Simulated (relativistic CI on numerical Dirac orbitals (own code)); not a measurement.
## Fe2+ in a cubic cluster: 3s photoemission with charge transfer

Computed with a charge-transfer multiplet model of a cubic metal-ligand cluster with up to 3 ligand holes, Slater and spin-orbit integrals from Dirac-Coulomb-Breit ions, Slater integrals scaled by 0.9. The ground state mixes d6 with configurations of k ligand holes L, whose averages lie at kΔ + k(k − 1)U_dd/2; a core hole lowers each added d electron by U_cd. 300 K, Lorentzian 1.4 eV and Gaussian 0.8 eV FWHM.

Atomic integrals in eV (Slater integrals scaled, ζ unscaled), ground: F2dd 9.813, F4dd 6.093, zeta_d 0.049; with the core hole: F2dd 10.877, F4dd 6.802, zeta_d 0.058, G2cd 11.073.

Cluster parameters (eV): U_dd = 6, U_cd = 7.2, 10Dq = 0.55, 10Dq(ligand) = 0.9, V(eg) = 1.95, V(t2g) = -1.04, final-state hopping factor = 0.9.

```
      Case   n_d    d6   d7L  d8L2  d9L3     S
Δ = 0.5 eV  6.48  0.56  0.41  0.04  0.00  2.00
Δ = 2.5 eV  6.29  0.72  0.26  0.01  0.00  2.00
Δ = 3.5 eV  6.23  0.78  0.21  0.01  0.00  2.00
Δ = 4.5 eV  6.18  0.83  0.17  0.01  0.00  2.00
Δ = 5.5 eV  6.15  0.86  0.14  0.00  0.00  2.00
```

Weights, n_d and S are thermal averages at 300 K. Binding energies count from the first peak over 30 % of the highest in each spectrum, which can be another peak from case to case. The parameters are a model scan and need not match a compound or its usual spin state. Peaks in eV (height, largest 100):
- Δ = 0.5 eV: 0.0 (100), 5.4 (39), 8.4 (43), 12.6 (23), 19.8 (17)
- Δ = 2.5 eV: 0.0 (100), 5.5 (42), 9.1 (40), 13.9 (25), 17.9 (17)
- Δ = 3.5 eV: 0.0 (100), 5.4 (35), 9.4 (37), 14.3 (28), 17.4 (13)
- Δ = 4.5 eV: 0.0 (100), 3.9 (22), 5.3 (25), 9.5 (34), 14.7 (29)
- Δ = 5.5 eV: 0.0 (100), 4.1 (19), 5.4 (17), 9.6 (38), 15.0 (24)

Curve for Δ = 2.5 eV (points under 2 left out, the grid thinned):

```
E (eV)  Intensity
  -4.0        4.1
  -3.4        5.5
  -2.9        7.3
  -2.3       11.0
  -1.7       18.8
  -1.2       33.0
  -0.6       68.4
   0.0      100.0
   0.5       81.6
   1.1       44.0
   1.7       26.2
   2.2       20.5
   2.8       18.4
   3.4       19.2
   4.0       20.4
   4.5       24.2
   5.1       36.6
   5.7       41.6
   6.2       31.6
   6.8       22.6
   7.4       22.8
   7.9       25.9
   8.5       32.7
   9.1       39.7
   9.6       34.0
  10.2       20.4
  10.8       13.1
  11.3       10.8
  11.9       10.3
  12.5       12.5
  13.0       17.0
  13.6       23.7
  14.2       23.4
  14.8       18.8
  15.3       15.7
  15.9       12.7
  16.5       12.9
  17.0       15.1
  17.6       16.9
  18.2       16.9
  18.7       13.3
  19.3        7.4
  19.9        4.2
  20.4        2.9
  21.0        2.1
```

For the case Δ = 3.5 eV, Δ = 3.5 eV is smaller than U_dd = 6 eV, the charge-transfer side of the Zaanen-Sawatzky-Allen scheme. With the core hole the configuration with one ligand hole lies at Δ − U_cd = -6.7, -4.7, -3.7, -2.7, -1.7 eV from the one without, in the order of the table; where this is negative the screened configuration lies lower, though the effective hopping of about 2.7 eV (from the holes of the mixed ground state) mixes the two strongly wherever it is as large as the gap.

Without intra-shell correlation the exchange splitting of the 3s hole comes out too large.
